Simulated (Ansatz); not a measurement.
```csv
atom,x (Å),y (Å),z (Å)
C,0.0005,0.0080,-0.5287
O,0.0080,0.0060,0.6729
H,-0.0075,-0.9478,-1.1189
H,-0.0077,0.9505,-1.1269
```

Basis set: def2-TZVP (spherical functions). Left uncorrelated: 2 orbitals. Charge 0, multiplicity 1.

Computed with Ansatz (development build ahead of 0.2.0); each method stands on the lowest determinant of its kind that the runs found. Restricted open shells among the atoms or ions are ROHF, correlated in semicanonical orbitals with singles.

(1) Give the atomization energy at this shape (free ground-state atoms in the same class of orbitals less the molecule, no zero-point energy) of singlet CH₂O by RHF-MP2, RHF.

Results:

(1)

| method | atomization energy |
| --- | --- |
| RHF-MP2 | 1546.6 kJ/mol |
| RHF | 1101.0 kJ/mol |
